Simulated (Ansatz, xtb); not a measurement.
## CH5ClGeOSi: which of two isomers lies lower

Structure X: `O=C[SiH2][GeH2][Cl]`, a singlet. Structure Y: `O=C[Si@@H](Cl)[GeH3]`, a singlet. Both are isolated molecules in the gas phase, relaxed with PBE-D3(BJ)/def2-SVP; each stands in its lowest conformer found.

Problem. Estimate E(Y) − E(X) at the level CCSD(T)/def2-SVP + ΔMP2/def2-TZVPP.

Solution. Calculated at CCSD(T)/def2-SVP + ΔMP2/def2-TZVPP: E(Y) − E(X) = −21.7 kJ/mol, so structure Y lies lower.

How the difference moves with the method:

```
                             level             geometry  E(Y) − E(X) (kJ/mol)  departure from the last row (kJ/mol)  job, with rough time for the two
               PBE-D3(BJ)/def2-SVP  PBE-D3(BJ)/def2-SVP                   −21.0                                  +0.7               optimisation, 5 min
                       HF/def2-SVP  PBE-D3(BJ)/def2-SVP                   −11.5                                 +10.2           part of the CCSD(T) run
                      MP2/def2-SVP  PBE-D3(BJ)/def2-SVP                   −20.1                                  +1.6           part of the CCSD(T) run
                  CCSD(T)/def2-SVP  PBE-D3(BJ)/def2-SVP                   −17.6                                  +4.1                      single point
CCSD(T)/def2-SVP + ΔMP2/def2-TZVPP  PBE-D3(BJ)/def2-SVP                   −21.7                                                   single point, 2.1 min
```

As drawn, Y has 1 Cl–Si, 1 Ge–H in place of 1 Cl–Ge, 1 Si–H.

None of the levels shown reverses the order. The largest departure from CCSD(T)/def2-SVP + ΔMP2/def2-TZVPP is that of HF/def2-SVP, 10.2 kJ/mol. Levels run at GFN2-xTB geometries aren't shown. The last row adds to CCSD(T) the change of the MP2 difference between the two basis sets, here −4.1 kJ/mol.

With thermal terms from frequencies at re-optimised GFN2-xTB minima (ideal gas, soft modes damped towards free rotors, one conformer each, 298.15 K, 1 atm): on the last row, ΔE + ΔZPE = −19.0, ΔH = −19.5, ΔG = −18.9 kJ/mol.

The correlated steps freeze 21 core orbitals; the filled d shell of Ge is correlated, in a basis made for valence electrons. Mirror images aren't counted in ΔG. Programs: Ansatz 0.2.0, xtb 6.7.1; the last row on 2 threads of AMD EPYC (Zen 3) on a shared host.
